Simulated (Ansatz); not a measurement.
Born–Oppenheimer molecular dynamics of a periodic cell of 17 atoms, Ge₁₆N (host Ge, host structure diamond, interstitial N). It starts from a relaxed structure.

The calculation used DFT PBEsol, scalar-relativistic, plane waves, PAW in Ansatz. Settings: accuracy low, PAW set soft_1, cutoff 420 eV, k mesh 2x2x2, fermi-dirac smearing 0.05 eV, no spin polarisation.

* ensemble: NVE (velocity Verlet)
* time step: 1.5 fs
* steps asked: 160
* starting velocities drawn for: 2400 K
* seed: 952204

First frame:

```xyz
17
Lattice="0.0000 5.6600 5.6600 5.6600 0.0000 5.6600 5.6600 5.6600 0.0000" Properties=species:S:1:pos:R:3
Ge 0.071 -0.187 -0.064
Ge 1.422 1.152 1.440
Ge 2.968 2.610 0.245
Ge 4.033 5.018 1.580
Ge 2.770 -0.279 2.897
Ge 4.231 1.154 4.240
Ge 5.416 2.619 2.697
Ge 7.042 3.896 4.289
Ge 0.090 2.729 2.744
Ge 1.526 4.127 4.136
Ge 2.545 6.139 3.114
Ge 4.433 7.111 4.343
Ge 2.918 2.728 5.569
Ge 4.254 4.125 7.067
Ge 5.711 5.468 5.617
Ge 6.974 7.122 6.892
N 3.766 3.218 1.900
```

(1) What does the run give?

(2) What happens to the structure?

(3) How do temperature and energy run in time?

## Answers

(1) The run went to its last step.

```yaml
steps_done: 160
time_covered: 240 fs
mean_temperature_over_the_second_half: 957 K
spread_of_the_potential_energy_over_the_second_half: 16.8 meV per atom
mean_potential_energy_of_the_second_half_above_the_start: 175.8 meV per atom
```

The conserved energy stayed within 0.34 meV per atom of its start (net change 0.17 meV per atom), so the integration is sound. A run of 0.24 ps of so small a system gives no equilibrium averages. Limits of this set-up: coarse k mesh, odd electron count without spin, PAW files made for another functional, a small cell, in which the defect meets its images, low accuracy level.

(2) Mean squared displacements from the first frame to the last, about the centre of mass: Ge 0.79 Å², N 0.41 Å². Another seed would give other details.

(3) 
| time (fs) | T (K) | potential energy less start (eV) | conserved less start (meV/atom) |
| --- | --- | --- | --- |
| 0 | 2400 | 0.000 | 0.00 |
| 7.5 | 2117 | 0.587 | 0.14 |
| 15 | 1561 | 1.739 | 0.26 |
| 22.5 | 1101 | 2.692 | 0.33 |
| 30 | 945 | 3.015 | 0.32 |
| 37.5 | 1052 | 2.792 | 0.21 |
| 45 | 1200 | 2.487 | 0.27 |
| 52.5 | 1477 | 1.911 | 0.17 |
| 60 | 1664 | 1.525 | 0.17 |
| 67.5 | 1669 | 1.516 | 0.21 |
| 75 | 1585 | 1.688 | 0.20 |
| 82.5 | 1390 | 2.093 | 0.23 |
| 90 | 1150 | 2.590 | 0.27 |
| 97.5 | 984 | 2.934 | 0.28 |
| 105 | 937 | 3.031 | 0.24 |
| 112.5 | 943 | 3.018 | 0.28 |
| 120 | 1064 | 2.767 | 0.23 |
| 127.5 | 1176 | 2.535 | 0.20 |
| 135 | 1165 | 2.559 | 0.24 |
| 142.5 | 1112 | 2.668 | 0.24 |
| 150 | 1038 | 2.820 | 0.24 |
| 157.5 | 952 | 2.999 | 0.24 |
| 165 | 871 | 3.166 | 0.26 |
| 172.5 | 855 | 3.201 | 0.25 |
| 180 | 864 | 3.181 | 0.22 |
| 187.5 | 807 | 3.298 | 0.24 |
| 195 | 732 | 3.454 | 0.28 |
| 202.5 | 734 | 3.451 | 0.29 |
| 210 | 859 | 3.192 | 0.27 |
| 217.5 | 1017 | 2.863 | 0.19 |
| 225 | 1035 | 2.826 | 0.21 |
| 232.5 | 1005 | 2.889 | 0.27 |
| 240 | 1035 | 2.825 | 0.17 |

Time of the run: 21 min on 2 threads of Arm Neoverse V1, on a shared host, peak memory 1.2 GiB.
